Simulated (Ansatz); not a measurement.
Species: TiH, net charge 0, quartet state. The spin state was set by rule; other spins were not relaxed. SMILES: [TiH]
Geometry: optimised at B3LYP-D3(BJ)/def2-TZVP (Ansatz, an electronic-structure program).

Quantity: vertical electron affinity (to the triplet state of charge -1; a negative value means that the extra electron is unbound and the number depends on the basis; each state is the SCF solution reached for its spin; the UHF <S^2> is 2.65 for the triplet (pure: 2.00); for the triplet T1 is 0.145; for the quartet T1 is 0.058), in eV. Valence correlation only, unless marked. UHF or UKS for open shells. No spin-orbit coupling. Frozen are the shells of the preceding noble gas and the d and f shells that filled before the atom's block. No relativistic terms. Anions need diffuse functions: def2-D sets add few. Basis-set limits of correlation are two-point, X^-3; Hartree-Fock from the larger set.

| level | program | vertical electron affinity (eV) |
|---|---|---|
| CAM-B3LYP/def2-TZVPD | Ansatz | 0.51 |
| wB97M-V/def2-TZVPD | Ansatz | 0.53 |
| CCSD/CBS(def2-TZVPPD,def2-QZVPPD) | Ansatz | 0.66 |
| CCSD(T)/def2-SVPD | Ansatz | 0.48 |
| CCSD(T)/def2-QZVPPD | Ansatz | 0.74 |
| CCSD(T)/CBS(def2-TZVPPD,def2-QZVPPD) | Ansatz | 0.74 |
